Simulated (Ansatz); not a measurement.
Input file for Ansatz (a quantum-chemistry and plane-wave program): U-wB97X-V/def2-TZVPP on BRu, 2S+1 = 4, a spin state set in the input, which need not be the lowest, a point of a bond scan (R = 1.762 Å). Elements past Kr take the def2 small-core potentials; no spin–orbit coupling.

Ansatz 0.2 input:
```yaml
crystal:
  periodic: [false, false, false]
  atoms:
    - {symbol: Ru, position_ang: [0.00000000, 0.00000000, 0.00000000]}
    - {symbol: B, position_ang: [0.00000000, 0.00000000, 1.76235900]}
basis:
  gaussian:
    orbitals: def2-TZVPP
    pivot_positions_ang: [[0.00000000, 0.00000000, 0.00000000], [0.00000000, 0.00000000, 1.76235900]]
hamiltonian:
  xc: {name: wB97X-V}
magnetization: {spin_polarized: true, initial_magnetization: 3}
output: {forces: true, orbitals: {seedname: ./end}}
```

Q: What total energy does the run end on?

A: -119.5486 hartree.

Q: How many basis functions does it have, and what does it roughly cost on one machine?

A: 87 functions; about 19 core-seconds (a rough figure).
